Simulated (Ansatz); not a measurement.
Computed with Ansatz on PBE0-D4/def2-TZVP structures; ΔE is electronic, products minus reactants. CBS: MP2 limit from def2 TZ/QZ plus the TZ coupled-cluster correction, frozen cores. DFT in def2-TZVPP. For Ge, Se outer-core shells are correlated without core-valence functions, which leaves a few kJ/mol of doubt a bond. Scalar relativity is left out up to krypton. Each species was taken in one conformer, which may not be the lowest.

`[GeH3][SeH]` + `CB(C=S)CCl` → `Cl[CH2][GeH2][SeH]` + `CBC=S`  (redistribution)

Task: Is it downhill or uphill in electronic energy at CCSD(T)/CBS, and by how much? (Estimate.)

Result: Computed: Uphill: ΔE = +24.5 kJ/mol.

Task: What do these levels give: PBE, SCS-MP2/def2-TZVPP, CCSD/def2-TZVPP, CCSD(T)/def2-TZVPP, HF/CBS(def2), CCSD/CBS(def2)? (Estimate.)

Result: Computed: PBE 22.1, SCS-MP2/def2-TZVPP 25.6, CCSD/def2-TZVPP 28.8, CCSD(T)/def2-TZVPP 26.8, HF/CBS(def2) 39.1, CCSD/CBS(def2) 26.5 kJ/mol.

Largest T1 diagnostic among the species: 0.019.

In def2-TZVPP, CCSD(T) changes the Hartree–Fock value by −11.9 kJ/mol (the triples alone add −2.0 kJ/mol) and MP2 by −15.8 kJ/mol. From PBE to PBE0 (25 % exact exchange), in def2-TZVPP and without D4, ΔE moves by +3.1 kJ/mol.
